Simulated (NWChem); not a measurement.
# PbHSCl, singlet; SMILES [Pb]([Cl])[SH]

```xyz
4

Pb     0.4892     0.0088     0.0000
Cl    -1.1605     1.8952     0.0000
S     -1.2567    -1.8815     0.0000
H     -0.2789    -2.8355     0.0000
```
Atoms are numbered in this order, from 1.

Computed with NWChem. Low-valent species are run as closed-shell singlets; no triplet was tried in these runs. Geometry: optimised at PBE-D3(BJ)/def2-SVP. def2 effective core potentials on Pb; no spin-orbit coupling. Ions are spin-unrestricted doublets at the neutral geometry; other ion states weren't tried.

**Question.** Estimate the computed values for CAM-B3LYP/def2-SVP. Quantities: vertical ionisation energy, ΔSCF (eV); −ε(HOMO) (eV).

**Answer.** 
| Item | Value |
|---|---|
| vertical ionisation energy, ΔSCF (eV) | 9.44 |
| −ε(HOMO) (eV) | 8.45 |
